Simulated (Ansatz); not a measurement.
The scaffold SiH2(OH)-X carries different groups X. Isolated molecules, 0 K electronic values unless said otherwise. One relaxed conformer stands for each flexible species; it need not be the lowest. Strings in code marks are SMILES.

Quantity: vertical ionisation energy (energy after one electron is removed minus that of the parent at the parent's geometry), in eV.

Case: `O[SiH2]S` (H–O–Si–S torsion -52°, O–Si–S–H torsion -65°). Geometry of `O[SiH2]S` (neutral, multiplicity 1, Å):

```xyz
7

O     -0.8649    -0.9007     0.8367
Si    -0.0052     0.4101     0.3480
S      0.6687     0.2822    -1.6715
H     -1.6006    -1.1750     0.2863
H      1.1253     0.4862     1.2969
H     -0.8124     1.6557     0.3506
H      1.4891    -0.7584    -1.4471
```

**Question.** What is the computed vertical ionisation energy (energy after one electron is removed minus that of the parent at the parent's geometry) (frozen-core CCSD(T)/def2-TZVPP // PBE0-D4/def2-TZVP (Ansatz, a first-principles code))?

**Answer.** 10.08 eV.
